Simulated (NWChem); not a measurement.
The numbers come from NWChem runs, not from measurements. System: CH7FN2Si, charge 0, spin multiplicity 1, at a geometry optimised with PBE/def2-SVP. The structure started from a generated list of species. Level: MP2/def2-SVP, 9 core orbitals frozen.

Job file:

```
start mol
memory heap 200 mb stack 800 mb global 1000 mb
geometry units angstroms nocenter noautoz noautosym
  N      1.391277    -0.320771    -1.360552
  Si     0.680997     0.206270     0.140666
  N     -0.197444     1.692894    -0.036660
  C     -0.639620    -0.925204     0.954275
  F     -1.855509    -0.796066     0.256514
  H      0.805609    -0.505186    -2.178760
  H      2.212169    -0.930809    -1.350617
  H      1.855388     0.267152     1.083544
  H     -1.216589     1.605671    -0.075004
  H      0.136997     2.422480    -0.669382
  H     -0.810868    -0.638827     2.018448
  H     -0.336192    -1.997308     0.948648
end
basis spherical
  * library def2-svp
end
scf
  rhf
  nopen 0
  maxiter 100
  thresh 1e-7
  semidirect memsize 60000000 filesize 0
end
mp2
  freeze core 9
end
task mp2 energy
```

Part of the output:

```
             Northwest Computational Chemistry Package (NWChem) 7.3.0
             --------------------------------------------------------

                                NWChem Input Module
                                -------------------

 Scaling coordinates for geometry "geometry" by  1.889725989
 (inverse scale =  0.529177249)

                             Geometry "geometry" -> ""
                             -------------------------

 Output coordinates in angstroms (scale by  1.889725989 to convert to a.u.)

  No.       Tag          Charge          X              Y              Z
 ---- ---------------- ---------- -------------- -------------- --------------
    1 N                    7.0000     1.39127700    -0.32077100    -1.36055200
    2 Si                  14.0000     0.68099700     0.20627000     0.14066600
    3 N                    7.0000    -0.19744400     1.69289400    -0.03666000
    4 C                    6.0000    -0.63962000    -0.92520400     0.95427500
    5 F                    9.0000    -1.85550900    -0.79606600     0.25651400
    6 H                    1.0000     0.80560900    -0.50518600    -2.17876000
    7 H                    1.0000     2.21216900    -0.93080900    -1.35061700
    8 H                    1.0000     1.85538800     0.26715200     1.08354400
    9 H                    1.0000    -1.21658900     1.60567100    -0.07500400
   10 H                    1.0000     0.13699700     2.42248000    -0.66938200
   11 H                    1.0000    -0.81086800    -0.63882700     2.01844800
   12 H                    1.0000    -0.33619200    -1.99730800     0.94864800

 Effective nuclear repulsion energy (a.u.)     246.0000686447

            Nuclear Dipole moment (a.u.)
            ----------------------------
        X                 Y               Z
 ---------------- ---------------- ----------------
     0.0000037795    -0.0000075589    -0.0000132281


 Summary of "ao basis" -> "" (spherical)
 ------------------------------------------------------------------------------
       Tag                 Description            Shells   Functions and Types
 ---------------- ------------------------------  ------  ---------------------
 *                          def2-svp                  on all atoms

 Summary of "ao basis" -> "ao basis" (spherical)
 ------------------------------------------------------------------------------
       Tag                 Description            Shells   Functions and Types
 ---------------- ------------------------------  ------  ---------------------
 N                          def2-svp                 6       14   3s2p1d
 Si                         def2-svp                 8       18   4s3p1d
 C                          def2-svp                 6       14   3s2p1d
 F                          def2-svp                 6       14   3s2p1d
 H                          def2-svp                 3        5   2s1p

                                 NWChem SCF Module
                                 -----------------

  ao basis        = "ao basis"
  functions       =   109
  atoms           =    12
  closed shells   =    25
  open shells     =     0
  charge          =   0.00
  wavefunction    = RHF
  use symmetry    = F
  symmetry adapt  = F

 Summary of "ao basis" -> "ao basis" (spherical)
 ------------------------------------------------------------------------------
       Tag                 Description            Shells   Functions and Types
 ---------------- ------------------------------  ------  ---------------------
 N                          def2-svp                 6       14   3s2p1d
 Si                         def2-svp                 8       18   4s3p1d
 C                          def2-svp                 6       14   3s2p1d
 F                          def2-svp                 6       14   3s2p1d
 H                          def2-svp                 3        5   2s1p

 Forming initial guess at       0.1s

      Superposition of Atomic Density Guess
      -------------------------------------

 Sum of atomic energies:        -537.63918247

      Non-variational initial energy
      ------------------------------

 Total energy =    -539.748912
 1-e energy   =   -1229.948083
 2-e energy   =     444.199103
 HOMO         =      -0.307342
 LUMO         =       0.054706

 Starting SCF solution at       2.3s

 ----------------------------------------------
         Quadratically convergent ROHF

 Convergence threshold     :          1.000E-07
 Maximum no. of iterations :          100
 Final Fock-matrix accuracy:          1.000E-09
 ----------------------------------------------

              iter       energy          gnorm     gmax       time
             ----- ------------------- --------- --------- --------
                 1     -538.8826433726  1.19D+00  1.77D-01      2.4
                 2     -538.9629254481  3.49D-01  4.54D-02      2.8
                 3     -538.9740042352  1.74D-02  2.00D-03      3.3
                 4     -538.9740354559  1.18D-04  2.10D-05      4.2
                 5     -538.9740354578  6.98D-09  8.36D-10      5.8

       Final RHF  results
       ------------------

         Total SCF energy =   -538.974035457844
      One-electron energy =  -1234.365974862446
      Two-electron energy =    449.391870759880
 Nuclear repulsion energy =    246.000068644722

        Time for solution =      3.5s

             Final eigenvalues
             -----------------

              1
    1  -68.7744
    2  -26.2592
    3  -15.5375
    4  -15.5298
    5  -11.2916
    6   -6.1379
    7   -4.2493
    8   -4.2488
    9   -4.2487
   10   -1.5445
   11   -1.1207
   12   -1.0942
   13   -0.9181
   14   -0.7115
   15   -0.6833
   16   -0.6748
   17   -0.6481
   18   -0.6466
   19   -0.6205
   20   -0.5704
   21   -0.5169
   22   -0.5039
   23   -0.4584
   24   -0.4119
   25   -0.3900
   26    0.1681
   27    0.1897
   28    0.2011
   29    0.2289
   30    0.2453
   31    0.2575
   32    0.2636
   33    0.2720
   34    0.2922
   35    0.3239

                       ROHF Final Molecular Orbital Analysis
                       -------------------------------------

 Vector   23  Occ=2.000000D+00  E=-4.584338D-01
              MO Center=  4.1D-01, -2.7D-01,  1.6D-01, r^2= 3.6D+00
   Bfn.  Coefficient  Atom+Function         Bfn.  Coefficient  Atom+Function
  ----- ------------  ---------------      ----- ------------  ---------------
     5      0.232668   1 N  py               51      0.228245   4 C  py
    85     -0.211813   8 H  s                22     -0.196578   2 Si px
     8     -0.193238   1 N  py               65      0.166353   5 F  py
   105     -0.151638  12 H  s

 Vector   24  Occ=2.000000D+00  E=-4.119016D-01
              MO Center=  3.4D-01,  8.4D-01, -3.4D-01, r^2= 3.1D+00
   Bfn.  Coefficient  Atom+Function         Bfn.  Coefficient  Atom+Function
  ----- ------------  ---------------      ----- ------------  ---------------
    38      0.383555   3 N  pz               41     -0.335911   3 N  pz
     5     -0.199679   1 N  py                8      0.195286   1 N  py
     4     -0.185887   1 N  px                6      0.176912   1 N  pz
     7      0.164539   1 N  px               37      0.159170   3 N  py
    40     -0.158480   3 N  py

 Vector   25  Occ=2.000000D+00  E=-3.900251D-01
              MO Center=  5.4D-01,  3.0D-01, -3.1D-01, r^2= 3.7D+00
   Bfn.  Coefficient  Atom+Function         Bfn.  Coefficient  Atom+Function
  ----- ------------  ---------------      ----- ------------  ---------------
     5      0.327103   1 N  py                8     -0.293999   1 N  py
    38      0.259510   3 N  pz               41     -0.241984   3 N  pz
    49     -0.195792   4 C  s                37      0.193200   3 N  py
    86      0.157719   8 H  s                40     -0.154189   3 N  py

 Vector   26  Occ=0.000000D+00  E= 1.680676D-01
              MO Center=  6.2D-01, -1.7D-01, -9.8D-01, r^2= 7.1D+00
   Bfn.  Coefficient  Atom+Function         Bfn.  Coefficient  Atom+Function
  ----- ------------  ---------------      ----- ------------  ---------------
     3      1.262480   1 N  s                35      0.748058   3 N  s
    81     -0.729899   7 H  s                76     -0.722443   6 H  s
    49      0.679012   4 C  s                18     -0.535389   2 Si s
   101     -0.494011  11 H  s                96     -0.458879  10 H  s
   106     -0.453494  12 H  s                91     -0.375260   9 H  s

 Vector   27  Occ=0.000000D+00  E= 1.897309D-01
              MO Center=  5.5D-01,  5.2D-01, -2.3D-01, r^2= 6.9D+00
   Bfn.  Coefficient  Atom+Function         Bfn.  Coefficient  Atom+Function
  ----- ------------  ---------------      ----- ------------  ---------------
    35      1.330770   3 N  s                26     -0.901202   2 Si py
    49     -0.815356   4 C  s                 3     -0.733231   1 N  s
    96     -0.670836  10 H  s                91     -0.598311   9 H  s
    81      0.529033   7 H  s               106      0.401891  12 H  s
     8      0.309581   1 N  py               76      0.231249   6 H  s

 Vector   28  Occ=0.000000D+00  E= 2.010601D-01
              MO Center=  7.5D-02, -8.5D-01,  1.0D+00, r^2= 6.9D+00
   Bfn.  Coefficient  Atom+Function         Bfn.  Coefficient  Atom+Function
  ----- ------------  ---------------      ----- ------------  ---------------
    49      2.527969   4 C  s               106     -1.267748  12 H  s
   101     -1.212778  11 H  s                 3     -0.774533   1 N  s
    18     -0.642150   2 Si s                25      0.606772   2 Si px
    27     -0.593114   2 Si pz               76      0.482346   6 H  s
    55      0.327268   4 C  pz               81      0.310233   7 H  s

 center of mass
 --------------
 x =  -0.09023755 y =  -0.02043279 z =   0.00944362

 moments of inertia (a.u.)
 ------------------
         468.362626303666         -91.755682762647         159.966219139549
         -91.755682762647         621.428999731952          38.252921658083
         159.966219139549          38.252921658083         718.793755284500

  Mulliken analysis of the total density
  --------------------------------------

    Atom       Charge   Shell Charges
 -----------   ------   -------------------------------------------------------
    1 N    7     7.57   1.99  0.94  0.52  2.40  1.71  0.01
    2 Si  14    13.02   2.00  1.99  0.88  0.01  5.94  1.16  0.62  0.41
    3 N    7     7.56   1.99  0.94  0.52  2.40  1.70  0.01
    4 C    6     5.97   1.99  0.88  0.29  1.92  0.83  0.06
    5 F    9     9.42   1.99  1.12  0.84  3.33  2.14  0.01
    6 H    1     0.85   0.70  0.10  0.05
    7 H    1     0.85   0.70  0.10  0.05
    8 H    1     1.18   0.75  0.42  0.01
    9 H    1     0.84   0.69  0.10  0.05
   10 H    1     0.85   0.70  0.10  0.05
   11 H    1     0.95   0.75  0.17  0.03
   12 H    1     0.95   0.75  0.18  0.02

       Multipole analysis of the density wrt the origin
       ------------------------------------------------

     L   x y z        total         open         nuclear
     -   - - -        -----         ----         -------
     0   0 0 0     -0.000000      0.000000     50.000000

     1   1 0 0      0.460816      0.000000      0.000004
     1   0 1 0     -0.288435      0.000000     -0.000008
     1   0 0 1     -0.314760      0.000000     -0.000013

     2   2 0 0    -30.720740      0.000000    232.156691
     2   1 1 0     -3.304263      0.000000     39.085214
     2   1 0 1     -0.455487      0.000000    -87.466728
     2   0 2 0    -26.617680      0.000000    165.174480
     2   0 1 1     -1.269259      0.000000    -22.809504
     2   0 0 2    -26.190024      0.000000    115.963774

                   NWChem MP2 Semi-direct Energy/Gradient Module
                   ---------------------------------------------

  Basis functions       =    109
  Molecular orbitals    =    109
  Frozen core           =      9
  Frozen virtuals       =      0
  Active alpha occupied =     16
  Active beta occupied  =     16
  Active alpha virtual  =     84
  Active beta virtual   =     84
  Use MO symmetry       = F
  Use skeleton AO sym   = F

  AO/Fock/Back tols     =   1.0D-09  1.0D-09  1.0D-09

 GA uses MA = F    GA memory limited = T

 Available:
  local mem=  1.15D+08
 global mem=  1.31D+08
 local disk=  0.00D+00
  mp2_memr nvloc                    84
  nvloc new                    84
   1 passes of  16:        3145728                      58509                  26268172.
   1 passes of  16: M    114683670           G      131048238           F     111537942.

 Semi-direct pass number   1 of   1  for RHF alpha+beta  at        5.9s
  vrange nnbf                  5744
  mp2_eaftype                   100  avail_ma_in_mb                   999
 EAF : mp2_eaftype filesize         100   13134086.
  mp2_eaf for mointskh                    100
Node 0 wrote     61.8 Mb in      0.0 s     Agg I/O rate:  1895.5 Mb/s
 Done moints_semi at       11.0s
  mp2_eaftype                   100  avail_ma_in_mb                   899
 EAF : mp2_eaftype filesize         100   13134086.
  mp2_eaf for kh                   100
 Done maket at       11.6s
 Done multipass loop at       11.6s

          -------------------------------------------
          SCF energy                -538.974035457844
          Correlation energy          -0.763646428303
          Singlet pairs               -0.484439576062
          Triplet pairs               -0.279206852242
          Total MP2 energy          -539.737681886147
          -------------------------------------------

          ---------------------------------------------------
                    Spin Component Scaled (SCS) MP2
          Same spin pairs                     -0.186137901494
          Same spin scaling factor             0.333333333333
          Opposite spin pairs                 -0.577508526809
          Opposite spin scaling fact.          1.200000000000
          SCS-MP2 correlation energy          -0.755056199336
          Total SCS-MP2 energy              -539.729091657179
          ---------------------------------------------------

 -----------------------
 Performance information
 -----------------------

 Timer overhead =  2.12D-07 seconds/call

               Nr. of calls         CPU time (s)                 Wall time (s)                GFlops
             ---------------    -------------------     ------------------------------   -------------------
Name         Min   Avg   Max    Min     Avg     Max     Min     Avg     Max   Mx/calls   Min     Max     Sum
mp2: moin     1     1     1    5.1     5.1     5.1      5.1     5.1     5.1     5.1      0.0     0.0     0.0
mp2: make     1     1     1   0.63    0.63    0.63     0.63    0.63    0.63    0.63      0.0     0.0     0.0
mp2: tota     1     1     1    5.8     5.8     5.8      5.8     5.8     5.8     5.8      0.0     0.0     0.0

 The average no. of pstat calls per process was 3.00D+00
 with a timing overhead of 6.36D-07s

 Task  times  cpu:       11.6s     wall:       11.6s

 Total times  cpu:       11.7s     wall:       11.7s
```
